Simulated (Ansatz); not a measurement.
Reaction (SMILES): O=BF → F atom + [B]=O (B-O)
B3LYP-D3(BJ)/def2-TZVP geometries, fixed; electronic energies without zero-point terms.

Basis-set convergence of the bond dissociation energy at MP2 with Ansatz (a first-principles code). All functions are spherical. Cores are frozen. Open shells are unrestricted. No added dispersion term, no relativity. Functions are those of the species that has most. Reference: Hartree-Fock in aug-cc-pVQZ plus the correlation part extrapolated as X^-3 from aug-cc-pVTZ and aug-cc-pVQZ, 171.29 kcal/mol, itself unsure by roughly 0.53 kcal/mol (a third of the extrapolation step and of the last Hartree-Fock step). Deviations are taken from unrounded values.

| basis | functions | bond dissociation energy (kcal/mol) |
|---|---|---|
| cc-pVDZ | 42 | 155.31 |
| aug-cc-pVDZ | 69 | 157.28 |
| def2-SVP | 42 | 162.20 |
| def2-SVPD | 66 | 162.81 |
| pcseg-1 | 42 | 159.83 |
| aug-pcseg-1 | 69 | 161.74 |
| 6-311G** | 54 | 159.44 |
| 6-311+G** | 66 | 159.71 |
| cc-pVTZ | 90 | 167.14 |
| aug-cc-pVTZ | 138 | 167.76 |
| pcseg-2 | 90 | 167.81 |
| aug-pcseg-2 | 138 | 168.59 |
| def2-TZVPP | 93 | 166.83 |
| def2-TZVPPD | 117 | 166.96 |
| cc-pVQZ | 165 | 169.51 |
| aug-cc-pVQZ | 240 | 169.87 |
| def2-QZVPP | 171 | 169.34 |
| def2-QZVPPD | 195 | 169.36 |
| pcseg-3 | 180 | 170.12 |
| aug-pcseg-3 | 255 | 170.49 |

What the diffuse functions change, pair by pair:
- cc-pVDZ to aug-cc-pVDZ: 27 more functions, deviation -15.98 to -14.02 kcal/mol
- def2-SVP to def2-SVPD: 24 more functions, deviation -9.09 to -8.49 kcal/mol
- pcseg-1 to aug-pcseg-1: 27 more functions, deviation -11.46 to -9.56 kcal/mol
- 6-311G** to 6-311+G**: 12 more functions, deviation -11.86 to -11.58 kcal/mol
- cc-pVTZ to aug-cc-pVTZ: 48 more functions, deviation -4.15 to -3.53 kcal/mol
- pcseg-2 to aug-pcseg-2: 48 more functions, deviation -3.48 to -2.70 kcal/mol
- def2-TZVPP to def2-TZVPPD: 24 more functions, deviation -4.46 to -4.34 kcal/mol
- cc-pVQZ to aug-cc-pVQZ: 75 more functions, deviation -1.78 to -1.43 kcal/mol
- def2-QZVPP to def2-QZVPPD: 24 more functions, deviation -1.95 to -1.93 kcal/mol
- pcseg-3 to aug-pcseg-3: 75 more functions, deviation -1.18 to -0.80 kcal/mol

Leaving out the reference's own pair, they bring the value nearer the reference by more than 0.53 kcal/mol in 5 of 9 pairs.
